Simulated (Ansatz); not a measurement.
Born–Oppenheimer molecular dynamics of C3H10SSi2 (16 atoms, charge 0, multiplicity 1). It starts from a relaxed structure.

All numbers below come from RKS PBE-D4/STO-3G in Ansatz 0.2.0.

```
ensemble        : NVT, Langevin thermostat
time step       : 0.25 fs
steps asked     : 207
set temperature : 300 K
friction        : 0.001 /fs
seed            : 794914
```

Frames 2.5 fs apart, positions in Å, forces in eV/Å.

Velocities at 0.0 fs (Å/ps):

```
C 1.53 -1.31 1.48
C -4.73 8.16 -5.78
Si 2.21 -3.27 -4.54
C -0.99 0.05 2.62
Si 0.79 1.85 2.15
S -3.75 -0.23 3.02
H 12.32 -20.29 -6.72
H 7.61 -20.82 -9.75
H -4.67 -33.05 4.19
H -1.36 19.69 0.88
H -6.12 -1.41 -10.02
H 14.96 7.79 -25.68
H 8.28 18.58 3.26
H -2.98 23.43 13.04
H 34.09 -21.51 3.54
H 23.56 -7.56 17.85
```

```xyz
16
Properties=species:S:1:pos:R:3:forces:R:3 time_fs=0.0 energy_less_start_eV=0.000 T=281
C 0.410 0.729 1.422 0.01 0.00 0.00
C 0.870 0.288 -0.008 0.00 0.00 0.00
Si 1.220 -1.589 -0.052 0.00 0.01 0.00
C -0.142 0.674 -1.128 0.01 0.00 0.00
Si -1.984 0.417 -0.720 0.01 0.00 0.01
S 0.369 1.275 -2.563 0.00 0.00 0.00
H 1.190 0.490 2.170 0.00 0.00 0.00
H -0.520 0.213 1.726 0.00 0.00 0.00
H 0.225 1.819 1.458 0.00 0.00 0.00
H 1.834 0.793 -0.232 0.00 0.00 0.00
H 2.244 -1.909 0.932 0.00 0.00 0.00
H 0.012 -2.334 0.263 0.00 0.00 0.00
H 1.688 -1.970 -1.375 0.00 0.00 0.00
H -2.746 0.357 -1.957 0.00 0.00 -0.01
H -2.481 1.534 0.074 0.00 0.00 0.00
H -2.211 -0.809 0.033 0.00 0.00 0.00
16
Properties=species:S:1:pos:R:3:forces:R:3 time_fs=2.5 energy_less_start_eV=0.161 T=196
C 0.415 0.723 1.425 0.40 -2.37 -0.15
C 0.859 0.308 -0.022 0.80 -0.38 0.54
Si 1.225 -1.597 -0.063 0.39 1.42 -0.24
C -0.144 0.675 -1.121 -0.33 0.11 -0.30
Si -1.982 0.420 -0.714 0.73 -1.39 0.10
S 0.359 1.274 -2.555 0.08 0.10 -0.27
H 1.215 0.443 2.150 -0.31 0.31 -0.17
H -0.500 0.164 1.704 0.02 0.14 0.13
H 0.209 1.764 1.472 -0.27 1.87 0.23
H 1.826 0.838 -0.230 -0.27 -0.29 -0.05
H 2.233 -1.914 0.912 0.28 -0.11 0.33
H 0.040 -2.321 0.206 -0.84 -0.55 0.22
H 1.711 -1.926 -1.373 0.15 -0.20 -0.42
H -2.756 0.415 -1.929 -0.22 -0.13 -0.26
H -2.405 1.493 0.092 -0.50 1.02 0.75
H -2.153 -0.824 0.074 -0.12 0.46 -0.45
16
Properties=species:S:1:pos:R:3:forces:R:3 time_fs=5.0 energy_less_start_eV=0.162 T=193
C 0.421 0.707 1.427 -0.27 -0.08 -0.46
C 0.853 0.327 -0.033 0.78 -1.02 1.03
Si 1.231 -1.601 -0.075 0.24 1.59 -0.30
C -0.147 0.676 -1.116 -0.61 0.16 -0.48
Si -1.978 0.422 -0.708 0.48 -0.59 0.47
S 0.350 1.274 -2.547 0.18 0.23 -0.57
H 1.226 0.410 2.125 -0.02 0.35 0.15
H -0.479 0.127 1.692 -0.18 0.12 0.24
H 0.184 1.797 1.497 0.23 -0.44 0.20
H 1.801 0.866 -0.232 0.17 -0.17 -0.18
H 2.238 -1.928 0.910 0.10 -0.07 0.21
H 0.025 -2.332 0.163 -0.47 -0.35 0.14
H 1.741 -1.894 -1.392 0.09 -0.22 -0.26
H -2.781 0.467 -1.918 -0.08 -0.21 0.01
H -2.358 1.508 0.150 -0.33 0.42 0.28
H -2.100 -0.815 0.092 -0.30 0.31 -0.49
16
Properties=species:S:1:pos:R:3:forces:R:3 time_fs=7.5 energy_less_start_eV=0.280 T=132
C 0.426 0.690 1.427 -0.77 1.26 -0.46
C 0.850 0.339 -0.038 0.64 -1.41 1.19
Si 1.238 -1.602 -0.088 -0.25 1.04 -0.25
C -0.152 0.678 -1.113 -0.74 0.12 -0.47
Si -1.974 0.422 -0.702 -0.04 1.18 0.76
S 0.342 1.274 -2.541 0.27 0.35 -0.87
H 1.232 0.396 2.106 0.32 0.22 0.43
H -0.464 0.098 1.696 -0.22 0.11 0.23
H 0.175 1.812 1.532 0.45 -1.61 0.02
H 1.782 0.889 -0.242 0.45 -0.09 -0.19
H 2.247 -1.946 0.919 -0.25 0.04 -0.12
H -0.014 -2.359 0.128 0.54 0.24 -0.04
H 1.774 -1.871 -1.420 -0.08 -0.17 0.15
H -2.807 0.505 -1.910 0.15 -0.28 0.37
H -2.333 1.544 0.222 -0.02 -0.66 -0.62
H -2.062 -0.788 0.087 -0.46 -0.35 -0.13
16
Properties=species:S:1:pos:R:3:forces:R:3 time_fs=10.0 energy_less_start_eV=0.280 T=129
C 0.427 0.679 1.426 0.03 -0.55 0.22
C 0.851 0.345 -0.037 0.88 -1.29 0.85
Si 1.244 -1.601 -0.101 -0.35 0.83 -0.30
C -0.160 0.681 -1.113 -0.58 0.04 -0.22
Si -1.971 0.424 -0.693 -0.18 1.60 0.92
S 0.334 1.274 -2.534 0.35 0.46 -1.16
H 1.254 0.393 2.112 -0.17 0.20 -0.01
H -0.461 0.077 1.710 0.05 0.20 0.09
H 0.194 1.747 1.570 -0.02 0.17 -0.02
H 1.787 0.906 -0.262 0.05 -0.32 0.02
H 2.241 -1.961 0.922 -0.34 0.09 -0.23
H -0.021 -2.373 0.090 0.82 0.44 -0.07
H 1.801 -1.860 -1.437 -0.16 -0.12 0.36
H -2.826 0.524 -1.881 0.14 -0.27 0.30
H -2.310 1.543 0.263 0.00 -0.83 -0.80
H -2.046 -0.784 0.074 -0.50 -0.64 0.04
16
Properties=species:S:1:pos:R:3:forces:R:3 time_fs=12.5 energy_less_start_eV=0.233 T=165
C 0.428 0.666 1.426 0.77 -1.71 0.59
C 0.856 0.344 -0.033 0.73 -1.16 0.29
Si 1.250 -1.598 -0.115 -0.01 1.18 -0.47
C -0.171 0.684 -1.114 -0.12 -0.10 0.18
Si -1.968 0.431 -0.683 0.00 0.17 0.93
S 0.326 1.275 -2.530 0.39 0.54 -1.36
H 1.266 0.402 2.116 -0.34 0.00 -0.19
H -0.453 0.070 1.731 0.04 0.04 0.00
H 0.212 1.695 1.610 -0.43 1.71 -0.05
H 1.796 0.905 -0.281 -0.21 -0.39 0.21
H 2.216 -1.971 0.912 -0.09 0.04 -0.02
H 0.019 -2.368 0.047 0.14 0.09 0.04
H 1.818 -1.861 -1.441 -0.10 -0.08 0.26
H -2.837 0.522 -1.835 -0.12 -0.16 -0.15
H -2.285 1.496 0.260 -0.26 0.00 -0.09
H -2.061 -0.814 0.061 -0.39 -0.17 -0.16
16
Properties=species:S:1:pos:R:3:forces:R:3 time_fs=15.0 energy_less_start_eV=0.240 T=160
C 0.433 0.647 1.428 0.22 1.02 0.78
C 0.864 0.337 -0.027 0.00 -1.23 -0.12
Si 1.255 -1.593 -0.130 0.44 1.60 -0.41
C -0.182 0.686 -1.114 0.51 -0.19 0.42
Si -1.964 0.437 -0.671 -0.06 -1.54 0.56
S 0.319 1.277 -2.528 0.35 0.54 -1.34
H 1.262 0.418 2.112 0.20 -0.36 0.20
H -0.443 0.069 1.748 -0.21 -0.25 0.00
H 0.210 1.723 1.648 -0.06 -0.33 -0.61
H 1.796 0.882 -0.289 0.07 -0.09 0.21
H 2.188 -1.979 0.900 0.20 -0.03 0.25
H 0.067 -2.356 0.000 -0.82 -0.44 0.16
H 1.830 -1.869 -1.430 0.11 -0.06 -0.14
H -2.850 0.506 -1.796 -0.25 0.01 -0.45
H -2.273 1.453 0.254 -0.54 0.95 0.80
H -2.103 -0.854 0.037 -0.16 0.42 -0.34
16
Properties=species:S:1:pos:R:3:forces:R:3 time_fs=17.5 energy_less_start_eV=0.214 T=168
C 0.440 0.631 1.433 -0.20 1.95 0.92
C 0.871 0.325 -0.021 -0.66 -1.19 -0.30
Si 1.261 -1.585 -0.145 0.16 0.98 -0.13
C -0.191 0.686 -1.113 1.05 -0.19 0.52
Si -1.960 0.441 -0.658 -0.92 -1.22 0.55
S 0.312 1.280 -2.528 0.27 0.47 -1.18
H 1.270 0.414 2.118 0.23 -0.40 0.27
H -0.447 0.060 1.760 0.01 -0.19 -0.08
H 0.205 1.736 1.653 0.17 -1.27 -0.77
H 1.800 0.851 -0.284 0.36 0.23 0.12
H 2.173 -1.988 0.901 0.18 0.01 0.21
H 0.070 -2.368 -0.037 -0.61 -0.25 0.14
H 1.848 -1.882 -1.428 0.20 0.01 -0.28
H -2.875 0.489 -1.777 0.03 0.16 -0.24
H -2.291 1.459 0.292 -0.35 0.48 0.40
H -2.154 -0.869 -0.005 0.05 0.42 -0.15
16
Properties=species:S:1:pos:R:3:forces:R:3 time_fs=20.0 energy_less_start_eV=0.145 T=194
C 0.446 0.624 1.444 0.23 -0.14 0.74
C 0.875 0.307 -0.017 -0.30 -0.48 -0.43
Si 1.266 -1.574 -0.159 -0.22 -0.34 -0.04
C -0.194 0.685 -1.111 1.34 -0.13 0.50
Si -1.958 0.443 -0.642 -1.84 0.25 0.68
S 0.306 1.283 -2.531 0.17 0.35 -0.88
H 1.287 0.389 2.138 -0.32 -0.10 -0.15
H -0.448 0.039 1.764 0.32 0.03 -0.14
H 0.206 1.685 1.617 -0.06 0.28 -0.28
H 1.823 0.835 -0.269 -0.16 0.04 0.16
H 2.170 -1.995 0.909 -0.06 0.13 -0.07
H 0.046 -2.390 -0.066 0.23 0.32 0.06
H 1.878 -1.896 -1.442 0.03 0.17 0.05
H -2.897 0.484 -1.771 0.40 0.27 0.09
H -2.332 1.492 0.351 0.10 -0.56 -0.55
H -2.204 -0.861 -0.053 0.15 -0.10 0.26
16
Properties=species:S:1:pos:R:3:forces:R:3 time_fs=22.5 energy_less_start_eV=0.202 T=171
C 0.453 0.614 1.458 0.47 -1.59 -0.16
C 0.879 0.287 -0.016 0.01 0.25 -0.23
Si 1.270 -1.564 -0.173 -0.12 -1.30 -0.09
C -0.192 0.683 -1.107 1.36 -0.03 0.38
Si -1.960 0.444 -0.626 -1.97 0.83 0.64
S 0.300 1.286 -2.536 0.06 0.20 -0.51
H 1.287 0.357 2.151 -0.27 0.17 -0.13
H -0.433 0.021 1.761 0.08 0.00 -0.01
H 0.202 1.650 1.568 -0.22 1.45 0.19
H 1.839 0.824 -0.246 -0.47 -0.10 0.09
H 2.167 -1.996 0.912 -0.21 0.22 -0.26
H 0.039 -2.394 -0.086 0.54 0.54 0.01
H 1.911 -1.904 -1.457 -0.17 0.31 0.36
H -2.894 0.497 -1.756 0.41 0.33 0.05
H -2.368 1.498 0.383 0.32 -0.87 -0.81
H -2.244 -0.858 -0.083 0.19 -0.40 0.48
16
Properties=species:S:1:pos:R:3:forces:R:3 time_fs=25.0 energy_less_start_eV=0.135 T=202
C 0.463 0.598 1.472 -0.35 0.49 -1.06
C 0.881 0.267 -0.016 -0.32 0.55 0.22
Si 1.274 -1.556 -0.188 0.22 -1.45 0.03
C -0.184 0.682 -1.100 1.06 0.06 0.21
Si -1.966 0.447 -0.608 -1.34 -0.04 0.30
S 0.293 1.290 -2.541 -0.02 0.04 -0.11
H 1.276 0.335 2.160 0.27 0.25 0.22
H -0.412 0.001 1.760 -0.36 -0.10 0.15
H 0.187 1.685 1.531 0.32 -0.62 0.32
H 1.828 0.805 -0.215 0.06 0.19 -0.16
H 2.154 -1.988 0.903 -0.11 0.18 -0.17
H 0.060 -2.369 -0.100 0.12 0.22 -0.01
H 1.932 -1.895 -1.452 -0.12 0.27 0.16
H -2.869 0.528 -1.739 0.13 0.31 -0.26
H -2.389 1.459 0.373 0.17 -0.25 -0.19
H -2.273 -0.874 -0.086 0.29 -0.09 0.34
16
Properties=species:S:1:pos:R:3:forces:R:3 time_fs=27.5 energy_less_start_eV=0.202 T=181
C 0.470 0.583 1.480 -0.83 0.96 -1.10
C 0.882 0.251 -0.016 -0.31 0.93 0.52
Si 1.280 -1.551 -0.201 0.39 -1.09 0.26
C -0.170 0.682 -1.093 0.49 0.15 0.04
Si -1.974 0.449 -0.589 -0.36 -1.38 -0.50
S 0.286 1.293 -2.548 -0.07 -0.12 0.29
H 1.277 0.328 2.185 0.26 0.29 0.05
H -0.407 -0.027 1.768 -0.17 0.16 0.09
H 0.187 1.695 1.515 0.46 -1.42 0.42
H 1.820 0.793 -0.193 0.37 0.32 -0.29
H 2.137 -1.970 0.889 0.16 0.02 0.13
H 0.083 -2.332 -0.111 -0.51 -0.27 -0.02
H 1.944 -1.870 -1.440 0.12 0.11 -0.35
H -2.834 0.577 -1.733 -0.11 0.20 -0.45
H -2.404 1.411 0.353 -0.21 0.79 0.86
H -2.287 -0.895 -0.071 0.34 0.38 0.07
```

Of the whole run (52 fs, mean temperature of the second half 165 K): The mean temperature of the second half is 45 % below the set value. A run of 0.052 ps of so small a system gives no equilibrium averages. Limits of this set-up: minimal basis.

The run took 9.7 min on 1 thread of Arm Neoverse V2, with other jobs on the host, peak memory 0.092 GiB.
